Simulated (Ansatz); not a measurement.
Start from `CC(=N)BCl` and change one atom or group to get `CNC(C)=N`.

Ansatz, PBE0-D4/def2-TZVP geometries, multiplicity 1. Each molecule was computed in one conformer, which needn't be the lowest.

```csv
property,`CC(=N)BCl`
HOMO–LUMO gap (ωB97M-V/def2-TZVPP) / eV,9.82
HOMO energy (PBE/def2-TZVPP) / eV,-6.16
HOMO–LUMO gap (B3LYP/def2-TZVPP) / eV,4.90
LUMO energy (PBE/def2-TZVPP) / eV,-3.33
HOMO energy (ωB97M-V/def2-TZVPP) / eV,-10.04
HOMO energy (PBE0/def2-TZVPP) / eV,-7.68
```

(1) What does the change do to each property? (An estimate is asked.)

## Answers

(1) The calculation gave: 
| property | `CNC(C)=N` | shift |
| --- | --- | --- |
| HOMO–LUMO gap (ωB97M-V/def2-TZVPP) / eV | 11.02 | 1.20 |
| HOMO energy (PBE/def2-TZVPP) / eV | -5.24 | 0.92 |
| HOMO–LUMO gap (B3LYP/def2-TZVPP) / eV | 6.81 | 1.91 |
| LUMO energy (PBE/def2-TZVPP) / eV | 0.03 | 3.36 |
| HOMO energy (ωB97M-V/def2-TZVPP) / eV | -8.76 | 1.28 |
| HOMO energy (PBE0/def2-TZVPP) / eV | -6.49 | 1.19 |

With PBE0 the HOMO rises by 1.19 eV and the LUMO rises by 3.23 eV, so the gap widens by about 2.04 eV. PBE moves the HOMO by 0.92 eV and ωB97M-V by 1.28 eV.

B3LYP here is the variant with VWN-RPA as its local correlation; programs differ in this.
